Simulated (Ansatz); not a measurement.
Cost and result for the atomization energy of C$_{2}$H$_{2}$F$_{6}$GeO$_{2}$ (`FC(F)(F)[O][GeH2][O]C(F)(F)F`) (13 atoms, 12 bonds).

Cartesian coordinates in Å:
```
F 0.324 -3.286 0.502
C 0.020 -2.220 -0.222
F -0.732 -2.631 -1.262
F 1.154 -1.734 -0.745
O -0.620 -1.331 0.530
Ge -1.174 0.260 -0.091
O -0.281 1.470 0.884
C 0.871 2.015 0.502
F 1.357 2.768 1.477
F 0.722 2.794 -0.584
F 1.794 1.094 0.187
H -2.606 0.407 0.391
H -0.829 0.395 -1.569
```

Total charge 0; spin multiplicity 1. Correlated methods include outer-core shells of Ge, which these sets cover unevenly. Scalar relativity is left out up to krypton. Geometry: relaxed with PBE0-D4/def2-TZVP. It is one conformer, not always the lowest. Program: Ansatz. All runs use 4 threads of an AMD EPYC 7R13 on a shared host and a share of an NVIDIA H100 80 GB. Times are those of one run each, without the atoms' runs, and a repeat can differ threefold. Electronic energies, without spin–orbit coupling; frozen cores. CCSD(T)/CBS adds CCSD(T) − MP2 in def2-TZVPP to the MP2 limit, and its time is that of the two runs behind it. T1 = 0.012. With those shells the extrapolation isn't a true limit. HSE06 is the plane-wave form, built on full-range PBE exchange.

CCSD(T)/CBS is a level of theory with its own doubt, some kJ/mol a heavy atom from the limit and from the frozen cores, so smaller differences don't rank the functionals.

```csv
level,functions,wall time
revPBE-D4/def2-TZVPP,386,2.8 s
LDA (SPW92)/def2-TZVPP,386,3.1 s
B2PLYP/def2-TZVPP,386,3.7 s
CCSD(T)/def2-SVP,182,3.7 s
r2SCAN-D4/def2-TZVPP (with forces),386,4.4 s
BLYP-D4/def2-TZVPP,386,4.5 s
B97M-V/def2-TZVPP,386,4.7 s
ωB97X-V/def2-TZVPP,386,6 s
ωB97M-V/def2-TZVPP (with forces),386,6.5 s
MP2/def2-QZVPP,719,7 s
HSE06-D4/def2-TZVPP,386,9 s
CCSD(T)/def2-TZVPP,386,65 s
CCSD(T)/CBS(def2),–,72 s
```

What atomization energy does each give, and how far from CCSD(T)/CBS? (Best estimate.)

Computed: 
```
                             level  atomization (kcal/mol)  difference from CCSD(T)/CBS  per bond
              revPBE-D4/def2-TZVPP                  1224.1                         -3.6      -0.3
            LDA (SPW92)/def2-TZVPP                  1511.7                        284.0      23.7
                 B2PLYP/def2-TZVPP                  1207.2                        -20.5      -1.7
                  CCSD(T)/def2-SVP                  1160.4                        -67.3      -5.6
r2SCAN-D4/def2-TZVPP (with forces)                  1239.0                         11.3       0.9
                BLYP-D4/def2-TZVPP                  1227.3                         -0.4       0.0
                 B97M-V/def2-TZVPP                  1230.2                          2.5       0.2
                ωB97X-V/def2-TZVPP                  1236.2                          8.5       0.7
  ωB97M-V/def2-TZVPP (with forces)                  1231.1                          3.4       0.3
                    MP2/def2-QZVPP                  1275.8                         48.1       4.0
               HSE06-D4/def2-TZVPP                  1228.6                          0.9       0.1
                CCSD(T)/def2-TZVPP                  1192.8                        -34.9      -2.9
                 CCSD(T)/CBS(def2)                  1227.7                          0.0       0.0
```

Leaving LDA and LC-ωPBE aside and taking each functional with its dispersion term where it has one, the values, not all of them listed here, spread over 139.4 kcal/mol, from BHLYP-D4 to PBE-D4. LDA lies +238.4 kcal/mol from PBE without D4, its usual overbinding. From PBE to PBE0 (25 % exact exchange), in def2-TZVPP and without D4, the atomization energy moves by −52.7 kcal/mol: exact exchange takes away binding that semilocal exchange gives to molecules. At CCSD(T), def2-SVP lies −67.3 kcal/mol from the extrapolated value and def2-TZVPP −34.9 kcal/mol: correlation converges slowly with the basis, and small sets miss more of it in the bonded molecule than in its fragments.

For some Ge, Se and Sn compounds the MP2-based and the directly extrapolated limit differ by 10 to 25 kJ/mol.
